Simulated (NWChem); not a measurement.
Everything below was run with NWChem. System: CH₂N, charge 0, spin multiplicity 2, at a geometry optimised with UB3LYP/def2-SVP. The structure started from a generated list of species. Its SCF solution wasn't tested for a lower state. Level: ROCCSD(T)/def2-TZVP, 2 core orbitals frozen.

Job file:

```
start mol
memory heap 100 mb stack 700 mb global 1900 mb
geometry units angstroms nocenter noautoz
  C      0.000000     0.000000     0.502470
  N      0.000000     0.000000    -0.741654
  H     -0.943161     0.000000     1.088381
  H      0.943161     0.000000     1.088381
  symmetry group C2v
end
basis spherical
  * library def2-tzvp
end
scf
  rohf
  nopen 1
  maxiter 100
  thresh 1e-7
  semidirect memsize 60000000 filesize 0
  # guess.movecs holds the orbitals of an unrestricted PBE0 run
  vectors input guess.movecs output mol.movecs
end
tce
  freeze core 2
  ccsd(t)
  2eorb
  2emet 13
  thresh 1e-6
  maxiter 100
  tilesize 24
end
task tce energy
```

Output (cleaned and shortened):

```
             Northwest Computational Chemistry Package (NWChem) 7.3.0
             --------------------------------------------------------

                                NWChem Input Module
                                -------------------

 Scaling coordinates for geometry "geometry" by  1.889725989
 (inverse scale =  0.529177249)

 Turning off AUTOSYM since
 SYMMETRY directive was detected!

                             Geometry "geometry" -> ""
                             -------------------------

 Output coordinates in angstroms (scale by  1.889725989 to convert to a.u.)

  No.       Tag          Charge          X              Y              Z
 ---- ---------------- ---------- -------------- -------------- --------------
    1 C                    6.0000     0.00000000     0.00000000     0.50247000
    2 N                    7.0000     0.00000000     0.00000000    -0.74165400
    3 H                    1.0000    -0.94316100     0.00000000     1.08838100
    4 H                    1.0000     0.94316100     0.00000000     1.08838100

 Effective nuclear repulsion energy (a.u.)      27.4624528607

            Nuclear Dipole moment (a.u.)
            ----------------------------
        X                 Y               Z
 ---------------- ---------------- ----------------
     0.0000000000     0.0000000000     0.0000075589

      Symmetry information
      --------------------

 Group name             C2v
 Group number             16
 Group order               4
 No. of unique centers     3

      Symmetry unique atoms

     1    2    3


 Summary of "ao basis" -> "" (spherical)
 ------------------------------------------------------------------------------
       Tag                 Description            Shells   Functions and Types
 ---------------- ------------------------------  ------  ---------------------
 *                         def2-tzvp                  on all atoms

 Summary of "ao basis" -> "ao basis" (spherical)
 ------------------------------------------------------------------------------
       Tag                 Description            Shells   Functions and Types
 ---------------- ------------------------------  ------  ---------------------
 C                         def2-tzvp                11       31   5s3p2d1f
 N                         def2-tzvp                11       31   5s3p2d1f
 H                         def2-tzvp                 4        6   3s1p

                                 NWChem SCF Module
                                 -----------------

  ao basis        = "ao basis"
  functions       =    74
  atoms           =     4
  closed shells   =     7
  open shells     =     1
  charge          =   0.00
  wavefunction    = ROHF
  use symmetry    = T
  symmetry adapt  = T

 Summary of "ao basis" -> "ao basis" (spherical)
 ------------------------------------------------------------------------------
       Tag                 Description            Shells   Functions and Types
 ---------------- ------------------------------  ------  ---------------------
 C                         def2-tzvp                11       31   5s3p2d1f
 N                         def2-tzvp                11       31   5s3p2d1f
 H                         def2-tzvp                 4        6   3s1p

      Symmetry analysis of basis
      --------------------------

        a1         33
        a2          7
        b1         19
        b2         15

 Forming initial guess at       0.0s

      Symmetry analysis of molecular orbitals - initial
      -------------------------------------------------

  Numbering of irreducible representations:

     1 a1          2 a2          3 b1          4 b2

  Orbital symmetries:

     1 a1          2 a1          3 a1          4 a1          5 b1
     6 a1          7 b2          8 b1          9 b2         10 a1
    11 b1         12 a1         13 a1         14 b2         15 b1
    16 a1         17 b1         18 a1

 Starting SCF solution at       0.0s

 ----------------------------------------------
         Quadratically convergent ROHF

 Convergence threshold     :          1.000E-07
 Maximum no. of iterations :          100
 Final Fock-matrix accuracy:          1.000E-09
 ----------------------------------------------

              iter       energy          gnorm     gmax       time
             ----- ------------------- --------- --------- --------
                 1      -93.4052138141  8.27D-01  2.64D-01      0.2
                 2      -93.4431158711  3.35D-01  1.01D-01      0.2
                 3      -93.4564722483  1.99D-01  8.14D-02      0.2
                 4      -93.4576152843  9.26D-03  4.46D-03      0.3
                 5      -93.4576447777  7.26D-05  4.28D-05      0.3
                 6      -93.4576447795  5.20D-09  2.40D-09      0.4

       Final ROHF results
       ------------------

         Total SCF energy =    -93.457644779496
      One-electron energy =   -180.256393948234
      Two-electron energy =     59.336296308037
 Nuclear repulsion energy =     27.462452860701

        Time for solution =      0.4s

       Symmetry analysis of molecular orbitals - final
       -----------------------------------------------

  Numbering of irreducible representations:

     1 a1          2 a2          3 b1          4 b2

  Orbital symmetries:

     1 a1          2 a1          3 a1          4 a1          5 b1
     6 a1          7 b2          8 b1          9 b2         10 a1
    11 b1         12 a1         13 a1         14 b2         15 b1
    16 a1         17 b1         18 b2

             Final eigenvalues
             -----------------
[...]
   10    0.1639
   11    0.2162
   12    0.2173
   13    0.3168
   14    0.3518
   15    0.3953
   16    0.4551
   17    0.5764
   18    0.5860

                       ROHF Final Molecular Orbital Analysis
                       -------------------------------------

 Vector    6  Occ=2.000000D+00  E=-5.610067D-01  Symmetry=a1
              MO Center= -1.6D-16,  2.6D-17, -7.0D-01, r^2= 1.1D+00
   Bfn.  Coefficient  Atom+Function         Bfn.  Coefficient  Atom+Function
  ----- ------------  ---------------      ----- ------------  ---------------
    39      0.365757  2 N  pz                42      0.297278  2 N  pz
    35     -0.262937  2 N  s                  8     -0.236491  1 C  pz
    36     -0.214474  2 N  s                 11     -0.172021  1 C  pz
    34     -0.152212  2 N  s                 45      0.152336  2 N  pz

 Vector    7  Occ=2.000000D+00  E=-4.691527D-01  Symmetry=b2
              MO Center= -1.2D-16, -3.4D-15, -1.9D-01, r^2= 1.2D+00
   Bfn.  Coefficient  Atom+Function         Bfn.  Coefficient  Atom+Function
  ----- ------------  ---------------      ----- ------------  ---------------
    38      0.305375  2 N  py                41      0.287254  2 N  py
     7      0.262825  1 C  py                10      0.256646  1 C  py
    44      0.166133  2 N  py

 Vector    8  Occ=1.000000D+00  E=-1.544739D-01  Symmetry=b1
              MO Center=  2.7D-16, -2.5D-18, -5.6D-01, r^2= 1.1D+00
   Bfn.  Coefficient  Atom+Function         Bfn.  Coefficient  Atom+Function
  ----- ------------  ---------------      ----- ------------  ---------------
    37      0.459666  2 N  px                40      0.435766  2 N  px
    43      0.270109  2 N  px

 Vector    9  Occ=0.000000D+00  E= 1.346880D-01  Symmetry=b2
              MO Center= -5.0D-17,  8.2D-16,  2.4D-01, r^2= 2.7D+00
   Bfn.  Coefficient  Atom+Function         Bfn.  Coefficient  Atom+Function
  ----- ------------  ---------------      ----- ------------  ---------------
    13      0.866208  1 C  py                44     -0.671579  2 N  py
    38     -0.276395  2 N  py                 7      0.228542  1 C  py
    41     -0.206890  2 N  py                10      0.189919  1 C  py

 Vector   10  Occ=0.000000D+00  E= 1.638500D-01  Symmetry=a1
              MO Center=  4.0D-16, -5.9D-16,  1.2D+00, r^2= 5.0D+00
   Bfn.  Coefficient  Atom+Function         Bfn.  Coefficient  Atom+Function
  ----- ------------  ---------------      ----- ------------  ---------------
     5      2.269985  1 C  s                 65     -2.114540  3 H  s
    71     -2.114540  4 H  s                 14      1.015447  1 C  pz
    36      0.471012  2 N  s                 64      0.302759  3 H  s
    70      0.302759  4 H  s                 35     -0.251960  2 N  s
     4      0.249153  1 C  s                 42     -0.152642  2 N  pz

 Vector   11  Occ=0.000000D+00  E= 2.161542D-01  Symmetry=b1
              MO Center= -2.2D-15, -1.4D-30,  1.5D+00, r^2= 5.0D+00
   Bfn.  Coefficient  Atom+Function         Bfn.  Coefficient  Atom+Function
  ----- ------------  ---------------      ----- ------------  ---------------
    65      2.796044  3 H  s                 71     -2.796044  4 H  s
    12      1.914602  1 C  px                64     -0.583030  3 H  s
    70      0.583030  4 H  s                 43     -0.533725  2 N  px
    23      0.229039  1 C  d  1               6      0.211370  1 C  px

 center of mass
 --------------
 x =   0.00000000 y =   0.00000000 z =  -0.14581620

 moments of inertia (a.u.)
 ------------------
          46.255891118242           0.000000000000           0.000000000000
           0.000000000000          52.658905288147           0.000000000000
           0.000000000000           0.000000000000           6.403014169905

  Mulliken analysis of the total density
  --------------------------------------

    Atom       Charge   Shell Charges
 -----------   ------   -------------------------------------------------------
    1 C    6     6.06   0.86  1.12  0.51  0.60  0.12  1.22  1.21  0.31  0.03  0.06  0.01
    2 N    7     7.22   0.82  1.15  0.60  0.93  0.32  1.34  1.45  0.55  0.01  0.04  0.00
    3 H    1     0.86   0.25  0.49  0.10  0.02
    4 H    1     0.86   0.25  0.49  0.10  0.02

 Mulliken analysis of the open-shell density
 -------------------------------------------

    Atom       Charge   Shell Charges
 -----------   ------   -------------------------------------------------------
    1 C    6     0.03   0.00 -0.00  0.00 -0.00 -0.00  0.00 -0.00 -0.00  0.01  0.02  0.00
    2 N    7     0.90   0.00 -0.00  0.00  0.00 -0.00  0.37  0.38  0.16  0.00 -0.00  0.00
    3 H    1     0.03   0.01  0.02  0.00 -0.00
    4 H    1     0.03   0.01  0.02  0.00 -0.00

       Multipole analysis of the density wrt the origin
       ------------------------------------------------

     L   x y z        total         open         nuclear
     -   - - -        -----         ----         -------
     0   0 0 0     -0.000000     -1.000000     15.000000

     1   1 0 0      0.000000     -0.000000      0.000000
     1   0 1 0      0.000000      0.000000      0.000000
     1   0 0 1      1.014910      1.061257      0.000008

     2   2 0 0     -8.232816     -1.722010      6.353300
     2   1 1 0      0.000000     -0.000000      0.000000
     2   1 0 1     -0.000000     -0.000000      0.000000
     2   0 2 0     -9.710461     -0.513374      0.000000
     2   0 1 1     -0.000000      0.000000      0.000000
     2   0 0 2     -9.592699     -2.796908     27.619888

                   NWChem Extensible Many-Electron Theory Module
                   ---------------------------------------------


            General Information
            -------------------
      Number of processors :     1
         Wavefunction type : Restricted open-shell Hartree-Fock
          No. of electrons :    15
           Alpha electrons :     8
            Beta electrons :     7
           No. of orbitals :   148
            Alpha orbitals :    74
             Beta orbitals :    74
        Alpha frozen cores :     2
         Beta frozen cores :     2
     Alpha frozen virtuals :     0
      Beta frozen virtuals :     0
         Spin multiplicity : doublet
    Number of AO functions :    74
       Number of AO shells :    30
        Use of symmetry is : on
      Symmetry adaption is : on
         Schwarz screening : 0.10D-09

          Correlation Information
          -----------------------
          Calculation type : Coupled-cluster singles & doubles w/ perturbation
   Perturbative correction : (T)
            Max iterations :      100
        Residual threshold : 0.10D-05
     T(0) DIIS level shift : 0.00D+00
     L(0) DIIS level shift : 0.00D+00
     T(1) DIIS level shift : 0.00D+00
     L(1) DIIS level shift : 0.00D+00
     T(R) DIIS level shift : 0.00D+00
     T(I) DIIS level shift : 0.00D+00
   CC-T/L Amplitude update :  5-th order DIIS
                I/O scheme : Global Array Library
        L-threshold :  0.10D-05
        EOM-threshold :  0.10D-05
 no EOMCCSD initial starts read in
 TCE RESTART OPTIONS
 SLICE:      F
 D4D5:       F
 quantumc:   F
 qrotation:  F
 pwtce:      F
 qducc:      F
 nacto:                         0
 nrotv:                         0
 nrot:                          0

            Memory Information
            ------------------
          Available GA space size is     249025848 doubles
          Available MA space size is     104853452 doubles

 Maximum block size supplied by input
 Maximum block size        24 doubles

 tile_dim =     17

 -------------------------------------------------

 Global array virtual files algorithm will be used

 Parallel file system coherency ......... OK

 4-electron integrals stored in orbital form

 v2    file size   =          1618541
 4-index algorithm nr.  13 is used
 imaxsize =       30
 imaxsize ichop =        0


CCSD iterations
 ---------------------------------------------------------
 Iter          Residuum       Correlation     Cpu    Wall
 ---------------------------------------------------------
    1   0.1617346804119  -0.3306262472276     0.2     0.2
    2   0.0417222339838  -0.3381204789566     0.2     0.2
    3   0.0174098064478  -0.3452152659302     0.2     0.2
    4   0.0086525781134  -0.3464171213113     0.2     0.2
    5   0.0050744336709  -0.3471378383204     0.2     0.2
    6   0.0027049119586  -0.3476223217997     0.2     0.2
    7   0.0015358386394  -0.3477834531790     0.2     0.2
    8   0.0011244976286  -0.3477513438507     0.2     0.2
    9   0.0008570537032  -0.3478006133982     0.2     0.2
   10   0.0007089434442  -0.3477925612683     0.2     0.2
   11   0.0001831370197  -0.3478317347770     0.2     0.2
   12   0.0000921848533  -0.3478348437769     0.2     0.2
   13   0.0000592574458  -0.3478347254357     0.2     0.2
   14   0.0000386906830  -0.3478335699174     0.2     0.2
   15   0.0000290194567  -0.3478333313709     0.2     0.2
   16   0.0000114402172  -0.3478320935313     0.2     0.2
   17   0.0000066821929  -0.3478325965039     0.2     0.2
   18   0.0000046806846  -0.3478325497893     0.2     0.2
   19   0.0000033747016  -0.3478327476539     0.2     0.2
   20   0.0000025652978  -0.3478327423689     0.2     0.2
   21   0.0000008593301  -0.3478329380200     0.2     0.2
 -----------------------------------------------------------------
 Iterations converged
 CCSD correlation energy / hartree =        -0.347832938020009
 CCSD total energy / hartree       =       -93.805477717515842

 Singles contributions

 Doubles contributions
     9b2  (alpha)     9b2  (beta ) ---     7b2  (alpha)     7b2  (beta )       -0.1068139592
 CCSD(T)
 Using plain CCSD(T) code
             total no. of tasks         1632
 total no. of tasks / no. procs         1632
                         wl_min            1           1.0
                         wl_max       109242           6.9
        thresh for no. of tasks         1632

 CCSD[T]  correction energy / hartree =        -0.016132352103505
 CCSD[T] correlation energy / hartree =        -0.363965290123514
 CCSD[T] total energy / hartree       =       -93.821610069619354
 CCSD(T)  correction energy / hartree =        -0.015291592967160
 CCSD(T) correlation energy / hartree =        -0.363124530987169
 CCSD(T) total energy / hartree       =       -93.820769310483001

 Task  times  cpu:        9.2s     wall:        9.2s

 Total times  cpu:        9.2s     wall:        9.2s
```
